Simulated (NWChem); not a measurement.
BeHSF; SMILES [F][Be][SH]

```xyz
4

Be     0.0215    -0.6730     0.0000
F      0.0192    -2.0491     0.0000
S      0.0641     1.2366     0.0000
H     -1.2849     1.3479     0.0000
```
Atoms are numbered in this order, from 1.

Structure relaxed at the B3LYP/6-31G* (spherical d) level.

Symmetry labels are those of Cs in the frame above (b1 and b2, or b-type labels, depend on it).

List the 6 lowest vertical singlet excitations from LRC-wPBEh/def2-SVPD, TDA (NWChem).


| state | energy (eV) | oscillator strength | symmetry | leading excitation (squared amplitude) |
|---|---|---|---|---|
| S1 | 6.00 | 0.017 | a" | HOMO → LUMO (0.43) |
| S2 | 6.27 | 0.064 | a" | HOMO → LUMO (0.52) |
| S3 | 7.28 | 0.005 | a" | HOMO → LUMO+3 (0.27) |
| S4 | 7.36 | 0.058 | a' | HOMO → LUMO+2 (0.59) |
| S5 | 7.78 | 0.038 | a' | HOMO−1 → LUMO (0.72) |
| S6 | 8.11 | 0.012 | a" | HOMO → LUMO+3 (0.48) |
